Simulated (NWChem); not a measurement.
Molecule: C₄H₃F; SMILES C#C/C=C\F

Results from NWChem. The geometry was optimised at PBE-D3(BJ)/def2-SVP.

Question: What does the run give for BHandHLYP/def2-SVP? Quantities: highest occupied level (eV); orbital gap (eV); dipole (D).

Answer: 
```yaml
highest occupied level (eV): -7.91
orbital gap (eV): 8.11
dipole (D): 1.44
```
